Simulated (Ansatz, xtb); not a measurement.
# Relaxing a trial structure of CH2FSn+

The starting geometry of this gas-phase singlet has its atoms placed at random.

```csv
atom,x (Å),y (Å),z (Å)
C,-1.1829,1.2804,-0.8332
F,0.6623,1.2778,-0.7702
Sn,-0.4199,-0.8278,1.0218
H,-1.6167,-0.6677,-0.1233
H,0.0843,1.6712,-1.1940
```

Question: Guess where an optimisation with r2SCAN-D4/def2-SVP ends from this start.

Answer: It ends as a structure given below by its coordinates. Distances that change by over a tenth: C1–H5 (1.37 → 2.19 Å), F2–H5 (0.82 → 0.95 Å). Contacts that open: Sn3–H4 (1.66 → 3.05 Å). Contacts that close: C1–Sn3 (2.91 → 2.08 Å), C1–H4 (2.12 → 1.10 Å).

The energy falls by 6.14 eV over 21 steps:

```json
{"step": "1", "E − E(last) (eV)": "6.140"}
{"step": "3", "E − E(last) (eV)": "3.187"}
{"step": "5", "E − E(last) (eV)": "1.513"}
{"step": "8", "E − E(last) (eV)": "0.454"}
{"step": "10", "E − E(last) (eV)": "0.319"}
{"step": "12", "E − E(last) (eV)": "0.216"}
{"step": "14", "E − E(last) (eV)": "0.061"}
{"step": "17", "E − E(last) (eV)": "0.006"}
{"step": "19", "E − E(last) (eV)": "0.000"}
{"step": "21", "E − E(last) (eV)": "0.000"}
```

Final geometry (Å):

```xyz
5

C    -0.9119    0.2207   -0.2148
F     0.3471    0.9501   -1.0702
Sn   -0.3697   -0.3863    1.7007
H    -1.6390    0.1093   -1.0307
H     0.1005    1.8401   -1.2839
```

From the same start GFN2-xTB ends elsewhere, differing in C1–F2 (1.49 against 1.69 Å here), C1–H5 (1.11 against 2.19 Å here), F2–Sn3 (2.39 against 3.16 Å here), F2–H5 (2.06 against 0.95 Å here).

From so rough a start the end depends on the optimiser's path, so another program may land elsewhere. No frequencies were run, so the end isn't proven a minimum. Atoms past krypton carry core potentials, without spin–orbit terms. Run with Ansatz 0.2.0, 35 s on 2 threads of Intel(R) Xeon(R) Platinum 8259CL CPU @ 2.50GHz (Skylake/Cascade Lake), on a shared host.
